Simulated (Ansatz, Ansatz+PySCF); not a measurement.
```xyz
5

O    -0.0580   -0.1292   -0.0792
H     0.6923    0.4696   -0.1920
O     3.0144    0.1523    0.0813
H     3.5308   -0.2894   -0.5840
H     2.8311   -0.5464    0.7421
```

Basis set: def2-SVP (spherical functions). Left uncorrelated: 2 orbitals. Charge 0, multiplicity 2.

Computed with Ansatz (development build ahead of 0.2.0); each method stands on the lowest determinant of its kind that the runs found.

**Question.** Give the atomization energy at this shape (free ground-state atoms in the same class of orbitals less the molecule, no zero-point energy) of doublet H₃O₂ by UHF-MP2, UHF.

**Answer.**

```tsv
method	atomization energy
UHF-MP2	13.73 eV
UHF	9.68 eV
```
